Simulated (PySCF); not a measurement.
Computed shifts of a molecule C4H7ClSi, KT2/pcSseg-1 in PySCF, GIAO, gas phase, atoms alike by connectivity averaged where their shifts nearly agree, in ppm (number of nuclei): ¹³C: 213.5 (1), 95.6 (1), 91.4 (1), -2.5 (1). ²⁹Si: -38.4 (1). ¹H: 6.34 (1), 6.03 (1), 4.85 (1), 4.62 (1), 0.67 (3). References: ¹³C against TMS (σ = 185.1 ppm); ²⁹Si against TMS (σ = 361.9 ppm); ³⁵Cl against HCl (σ = 945.4 ppm); ¹H against TMS (σ = 31.47 ppm), references at their B3LYP-D3(BJ)/def2-TZVP geometries, non-relativistic (without spin–orbit terms, shifts of atoms bonded to Cl or Br come out too high). Geometry optimised at B3LYP-D3(BJ)/def2-SVP. The values are those of a single conformer.

### Question
Pick the molecule that these values belong to.
A. C[SiH2]C=C=CCl
B. ClC1=CCC[SiH2]1
C. [SiH3]CC=C=CCl
D. C[Si@@H]1CC=C1Cl

### Answer
A, C[SiH2]C=C=CCl
